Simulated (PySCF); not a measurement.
Compound: C₆H₆N (doublet state).
Cartesian coordinates in Å at the GFN2-xTB level; atoms count from 1:
```xyz
13
C6H6N angstrom
C      1.9351   -0.6851   -0.0626
C      1.0379   -0.1512    0.7445
C     -0.3446    0.2576    0.3696
C     -0.7244    1.5170    0.9243
N     -1.0508    2.5220    1.3672
C     -1.4606   -0.7132    0.2565
C     -0.9754   -0.1239   -0.9778
H      1.7487   -0.8701   -1.1071
H      2.9100   -0.9638    0.2982
H      1.2766    0.0373    1.7836
H     -2.4258   -0.7051    0.7171
H     -1.5812    0.5985   -1.5176
H     -0.3499   -0.7196   -1.6283
```

The hyperfine couplings belong to this conformer and change with its torsions.

The species is `C=C[C@]1(C#N)[CH]C1` [radical].

Method used: UKS B3LYP, pcH-1 on C H N, non-relativistic, mean-field spin-orbit, GIAO (PySCF 2.14.0). Isolated species at its GFN2-xTB geometry (one conformer only). GFN2-xTB frequencies show an imaginary mode (43i cm⁻¹), so this geometry is no minimum at that level. A GFN2-xTB geometry isn't a minimum of the functional, and hyperfine couplings can be far from their values at a DFT geometry. Stability of the SCF solution: not tested.

Problem. Predict the first-order ENDOR lines of C2, C4, C7, C3, H13, H12, H11, H10, H9 and H8 under fast tumbling at B = 332.6 mT (X band).

Solution. ν± = |νn ± a/2|, one line for each electron-spin manifold; νn = |g_N| × 7.62259 MHz/T × B.

```csv
nuclei,isotope,g_N,νn (MHz),a_iso (MHz),lower line (MHz),upper line (MHz)
C2,13C,1.4048,3.56,29.54,11.21,18.33
C4,13C,1.4048,3.56,23.44,8.16,15.28
C7,13C,1.4048,3.56,-19.20,6.04,13.16
C3,13C,1.4048,3.56,-12.06,2.47,9.59
H13,1H,5.5857,14.16,95.01,33.34,61.67
H12,1H,5.5857,14.16,68.17,19.92,48.25
H11,1H,5.5857,14.16,-6.84,10.74,17.58
H10,1H,5.5857,14.16,4.27,12.03,16.30
H9,1H,5.5857,14.16,3.96,12.18,16.14
H8,1H,5.5857,14.16,2.43,12.94,15.38
```

The rows for 13C, of low natural abundance, apply to labelled samples.

Problem. Which pairs are centred on the nuclear Larmor frequency, and which on half the coupling?

Solution. Centred on νn, since |a| < 2νn: H11, H10, H9 and H8. Centred on |a|/2 and split by 2νn: C2, C4, C7, C3, H13 and H12.

Problem. At what field would the lower line of C2 fall to zero frequency?

Solution. Where νn = |a|/2, that is B = 14.77 MHz/(1.4048 × 7.62259 MHz/T) = 1380 mT, as far as first order holds there.

Couplings of abundant isotopes left out: N5 (0.9 MHz).

Hardware: one thread, Arm Neoverse V2 (aarch64), shared host with 96 logical CPUs at a one-minute load of 37. Cost: 41 s wall (grids of density and orbitals included), 0.87 GiB resident at most.
